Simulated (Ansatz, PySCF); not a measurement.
Gas-phase reaction (SMILES): C[Si](C)(C)N → [CH3] (CH3) + C[Si](C)N; the C-Si bond at the site shown breaks (other sites are not compared here).

Structures are relaxed separately at B3LYP-D3(BJ)/def2-TZVP in Ansatz (an electronic-structure program), one conformer each, not searched for the lowest. Cores are frozen in the correlated levels unless marked. UHF or UKS for open shells. Spin-orbit coupling is left out. No relativistic terms. CBS(X,Y): correlation extrapolated as X^-3; Hartree-Fock from the larger set. Thermal terms are rigid-rotor harmonic-oscillator values from B3LYP-D3(BJ) frequencies (PySCF) at 298.15 K and 1 atm. 1 Eh = 627.5095 kcal/mol. Electronic entropy comes from spin alone.

```
species       E, CCSD(T)/CBS(cc-pV(T+d)Z,cc-pV(Q+d)Z) (Ansatz) (Eh)  E, PBE/def2-TZVPD (Ansatz) (Eh)  H - E (Eh)  G - E (Eh)
------------  -----------------------------------------------------  -------------------------------  ----------  ----------
C[Si](C)(C)N                                             -464.62283                       -464.93272     0.14628     0.10364
[CH3] (CH3)                                               -39.77878                        -39.78820     0.03371     0.01164
C[Si](C)N                                                -424.69133                       -425.00370     0.10694     0.06813
```

Question: Work out ΔE and ΔH, ΔG, ΔS and the equilibrium constant at 298.15 K at the first level, then ΔH at the second.

Answer: 
1. ΔE = [(-39.77878) + (-424.69133)] - [(-464.62283)] = 0.15272 Eh = 95.8 kcal/mol at CCSD(T)/CBS(cc-pV(T+d)Z,cc-pV(Q+d)Z).
2. The terms H - E add up to -0.00563 Eh, so ΔH = (0.15272 + (-0.00563))×627.5095 = 92.3 kcal/mol.
3. The terms G - E add up to -0.02387 Eh, so ΔG = 80.9 kcal/mol, and ΔS = (-0.00563 - (-0.02387))×627509.5/298.15 = 38.4 cal/(mol K).
4. log10 K = -ΔG/(RT ln 10) = -59.3, with RT ln 10 = 1.3642 kcal/mol.
5. With ΔH and ΔS taken as constant, ΔG changes sign near ΔH/ΔS = 2400 K, a rough figure that leaves out heat capacities.
6. At PBE/def2-TZVPD the same steps give ΔE = 88.4 and ΔH = 84.8 kcal/mol, a shift of -7.5 from the first level.
7. These values are not checked against measurement here, since the tables used lack a sound gas-phase enthalpy of formation for at least one species.
